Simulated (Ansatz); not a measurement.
Te₅W₃ was relaxed with PBE-D4 (def2-SVP) in Ansatz in these states: neutral quintet, neutral singlet, neutral triplet. The geometries follow in no particular order.

In the def2 sets Te, W take a core potential; there is no spin–orbit coupling.

A:

Cartesian coordinates in Å:
```
W 1.232 -0.258 0.287
W -0.846 0.462 -1.374
W -1.406 0.286 0.873
Te -3.467 0.905 -0.793
Te 3.055 -1.969 0.607
Te -0.788 -2.034 -0.356
Te 0.592 1.142 2.456
Te 1.627 1.467 -1.699
```

B:

| atom | x (Å) | y (Å) | z (Å) |
| --- | --- | --- | --- |
| W1 | 0.890 | 0.910 | -0.150 |
| W2 | -1.699 | -0.054 | -0.032 |
| W3 | -0.116 | -1.699 | 0.321 |
| Te4 | -2.556 | -2.698 | 0.426 |
| Te5 | 2.707 | 2.414 | -1.048 |
| Te6 | -0.121 | -0.644 | -2.186 |
| Te7 | 1.924 | -0.637 | 1.748 |
| Te8 | -1.030 | 2.408 | 0.922 |

C:

```xyz
8

W    -1.219    0.238    0.169
W     1.322    0.828   -0.784
W     1.186   -0.997    0.805
Te    3.485   -0.810   -0.633
Te   -3.596    0.889    0.713
Te    0.655    1.487    1.763
Te   -1.038   -2.438    0.396
Te   -0.797    0.804   -2.429
```

Question: Judge from the bond lengths which geometry belongs to which state (an estimate).

Answer: A is the neutral singlet (W2–W3 2.323 Å, W2–Te4 2.721 Å, W3–Te4 2.721 Å); B is the neutral triplet (W2–W3 2.310 Å, W2–Te4 2.817 Å, W3–Te4 2.639 Å); C is the neutral quintet (W2–W3 2.424 Å, W2–Te4 2.718 Å, W3–Te4 2.718 Å).

The restricted singlet is unstable towards broken spin symmetry in Hartree–Fock (as tested in another run); at PBE-D4/def2-SVP this wasn't settled. At PBE0-D4/def2-SVP a singlet lies 0.65 eV below the neutral triplet. At PBE0-D4/def2-SVP a singlet lies 1.61 eV below the neutral quintet. These are the stationary points nearest to one start from a short search; other shapes may lie lower in each state.
